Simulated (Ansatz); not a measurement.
Input for Ansatz (a program for electronic structure): R-SVWN5/def2-TZVPP on CH6InN (SMILES [CH3][InH][NH2]). Elements past Kr take the def2 small-core potentials; no spin–orbit coupling.

Ansatz 0.2 input:
```yaml
crystal:
  periodic: [false, false, false]
  atoms:
    - {symbol: C, position_ang: [1.60775561, -0.26018492, 0.23327984]}
    - {symbol: In, position_ang: [-0.20905445, 0.73979435, -0.38335067]}
    - {symbol: N, position_ang: [-1.91222844, -0.29061009, 0.01568501]}
    - {symbol: H, position_ang: [1.37277062, -1.24938979, 0.62286069]}
    - {symbol: H, position_ang: [2.10722559, 0.31928728, 1.00963218]}
    - {symbol: H, position_ang: [2.28946153, -0.35983056, -0.61093835]}
    - {symbol: H, position_ang: [-0.47595463, 2.25644572, -1.15487629]}
    - {symbol: H, position_ang: [-1.93919602, -1.19104288, 0.46693848]}
    - {symbol: H, position_ang: [-2.84077983, 0.03553090, -0.19923089]}
basis:
  gaussian:
    orbitals: def2-TZVPP
hamiltonian:
  xc: {name: SVWN5}
scf: {lower_state_search: off}
```

Program output:

```
WARN ansatz: RAYON_NUM_THREADS=1 ignored (pool sized by the plan → 1); use --threads N
Functional definition: SVWN5
these checks for a lower state are left out or cut short: stability, starts, cluster_reference, orbital_swaps, neighbouring_geometries, increment
integrals: 0.09 GiB planned
1077 factors; their error is unknown
mean field: 0.71 GiB planned
mean field evaluation 1: about -7745.3071 eV, gradient 1.0e2 eV
mean field evaluation 2: about -7654.0003 eV, gradient 1.8e2 eV
mean field evaluation 4: about -7766.4295 eV, gradient 2.6e1 eV
mean field evaluation 8: about -7768.0180 eV, gradient 2.4e-1 eV
mean field evaluation 16: about -7768.0089 eV, gradient 2.6e-4 eV
mean field -7768.00893160 eV, -285.4690628907 hartree, gradient 5.6e-7 eV, S^2 0.000000; 0 other end points of the search recorded, 0 dependent functions left out
reference -7768.00898543 eV, -285.4690648690 hartree; 20, 20 occupied and 176, 176 virtual orbitals, 1077 factors
Total energy: -7768.00898543 eV, -285.4690648690 hartree
Checks for a lower state left out: stability, starts, cluster_reference, orbital_swaps, neighbouring_geometries, increment
```

The run converged.

Cost: about 1.9 core-seconds (a rough figure).
